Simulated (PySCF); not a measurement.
SMILES CB(C)N[SiH3] (GFN2-xTB optimised geometry):

```
15

Si     0.769    -0.314     0.000
N      0.321    -1.121     1.475
B     -0.945    -1.354     2.037
C     -1.074    -2.134     3.414
C     -2.235    -0.818     1.287
H      0.246     1.054     0.000
H      2.235    -0.314     0.000
H      0.252    -1.054    -1.155
H      1.103    -1.476     2.007
H     -1.663    -1.568     4.134
H     -1.599    -3.078     3.270
H     -0.117    -2.364     3.880
H     -2.198    -1.028     0.220
H     -2.299     0.265     1.384
H     -3.161    -1.231     1.678
```

Level of theory: CAM-B3LYP/def2-TZVP (PySCF).

### Question
What are the frontier orbital energies and the dipole moment?

### Answer
HOMO-2 -10.95 eV, HOMO-1 -9.79 eV, HOMO -9.43 eV, LUMO 1.17 eV, LUMO+1 1.74 eV; dipole moment 0.77 D.

On the same geometry PBE/def2-TZVP (PySCF) gives HOMO-2 -8.08 eV, HOMO-1 -6.98 eV, HOMO -6.74 eV, LUMO -0.50 eV, LUMO+1 -0.38 eV; dipole moment 0.77 D.

Meta-Löwdin charges at CAM-B3LYP/def2-TZVP: Si1 0.66, N2 -0.56, B3 0.24, C4 -0.46, C5 -0.47, H6 -0.12, H7 -0.11, H8 -0.12, H9 0.24, H10 0.12, H11 0.12, H12 0.10, H13 0.12, H14 0.13, H15 0.12.
